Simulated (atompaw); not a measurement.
Which setting gave this result? (Mn (Z = 25), PAW (atompaw))

Base potential:

- Element: manganese (Mn)
- Generator: atompaw 4.2.0.5
- Type: PAW
- Functional: PBE
- Relativity: scalar-relativistic
- Frozen core: [Ne]
- Valence charge: 15
- Reference configuration: 3s2 3p6 3d4 4s0 4p0 (charge +3)
- Partial waves: 3s (bound): rc 1.15 bohr; 4s (bound, empty): rc 1.70 bohr; 3p (bound): rc 0.95 bohr; 4p (bound, empty): rc 1.70 bohr; 3d (bound): rc 1.70 bohr; 3d channel at -2.7 Ry: rc 1.70 bohr
- Local potential: troulliermartins scheme with l = 3 at 0 Ry, radius 1.50 bohr
- Core correction: smooth core density matched at 0.95 bohr
- Augmentation charge: besselshape compensation charge, radius 1.45 bohr; PAW radius 1.70 bohr; waves and projectors: custom rrkj gramschmidtortho

Cutoffs, loose and tight: the cutoffs (Ry, on a coarse ladder) from which the occupation-weighted sum of valence levels, in a spherical-Bessel basis at the reference potential, stays within 10 and 1 mRy of its value at 400 Ry. They see the waves, projectors and local potential, not the compensation charge or the core.

Only the scale of all radii (base = 1) is moved (1 further runs of the sweep failed or gave no value and are left out):

```csv
scale of all radii (base = 1),"cutoff, loose","cutoff, tight",bound ghosts
0.8,120 Ry,260 Ry,none
1.06,80 Ry,140 Ry,none
1.18,70 Ry,120 Ry,none
1.24,60 Ry,100 Ry,none
```

Question: One more run gave cutoff, loose: 90 Ry; cutoff, tight: 160 Ry; bound ghosts: none. Which value of the scale of all radii (base = 1) was used?

Answer: 0.99. The loose cutoff moves one way along this sweep, from 120 Ry at 0.8 to 60 Ry at 1.24, which places the run between 0.8 and 1.06.
